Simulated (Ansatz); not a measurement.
Consider the silylene formation by 1,1-elimination: `[AlH2][O]C[SiH3]` → `C[O][AlH2]` + `[SiH2]`.

Calculated with Ansatz (gas phase, PBE0-D4/def2-TZVP geometries, no zero-point term in ΔE). CCSD(T)/CBS is the MP2 limit (def2-TZVPP, def2-QZVPP) plus CCSD(T) − MP2 in def2-TZVPP, frozen cores. This one scheme is used for every species. DFT in def2-TZVPP. Each species was taken in one conformer, which may not be the lowest.

```tsv
level	ΔE (kcal/mol)	difference from CCSD(T)/CBS
B97M-V	50.8	-1.4
r2SCANh-D4	57.1	4.9
CAM-B3LYP-D4	53.2	1.0
ωB97M-V	51.5	-0.7
PBE-QIDH	55.7	3.5
r2SCAN	56.5	4.3
r2SCANh	56.5	4.3
CAM-B3LYP	51.5	-0.7
RPA@PBE/def2-TZVPP	46.5	-5.7
HF/def2-SVP	45.9	-6.3
MP2/def2-SVP	53.0	0.8
CCSD/def2-SVP	47.4	-4.8
CCSD(T)/def2-SVP	48.4	-3.8
CCSD(T)/def2-TZVPP	50.6	-1.6
MP2/CBS(def2)	56.6	4.4
CCSD/CBS(def2)	51.0	-1.2
CCSD(T)/CBS	52.2	0
```

Question: What do rigid-rotor, harmonic-oscillator terms from PBE0-D4/def2-TZVP frequencies (298.15 K, 1 bar) make of the CCSD(T)/CBS value? (Best estimate.)

Answer: The calculation gave: ΔZPE = -1.9 kcal/mol, ΔH = +51.4 kcal/mol, ΔS = 152 J/(mol·K), ΔG = +40.6 kcal/mol. Modes under 50 cm⁻¹ make the entropy rough.

Largest T1 diagnostic among the species: 0.014.

From PBE to PBE0 (25 % exact exchange), in def2-TZVPP and without D4, ΔE moves by +1.6 kcal/mol. In def2-TZVPP, CCSD(T) changes the Hartree–Fock value by +3.9 kcal/mol (the triples alone add +1.2 kcal/mol) and MP2 by +8.3 kcal/mol. At CCSD(T), def2-SVP lies −3.8 kcal/mol from the extrapolated value and def2-TZVPP −1.6 kcal/mol.
